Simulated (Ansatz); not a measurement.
Species: H2Se, charge 0, singlet. H2Se (SMILES [SeH2]).
B3LYP-D3(BJ)/def2-TZVP minimum from Ansatz (a quantum-chemistry and plane-wave program):
```xyz
3

Se    -0.0012     0.0571     0.0009
H     -1.0300    -0.9935    -0.0128
H      1.0722    -0.9476    -0.0191
```
Charge 0, spin multiplicity 1.

Total energies in cc-pV5Z, 8 correlated electrons, 14 frozen orbitals. Radicals and triplets start from unrestricted determinants; spin-orbit coupling is neglected. Cores are frozen in correlated methods (noble-gas shells, and filled d and f shells in the p block). No relativity.

```csv
method,program,energy (Eh),minus CCSDT(Q) (mEh)
HF,Ansatz,-2401.05266,217.56
MP2,Ansatz,-2401.24220,28.02
CCSD,Ansatz,-2401.26110,9.12
CCSD(T),Ansatz,-2401.26930,0.93
CCSDT(Q),Ansatz,-2401.27022,0.00
```
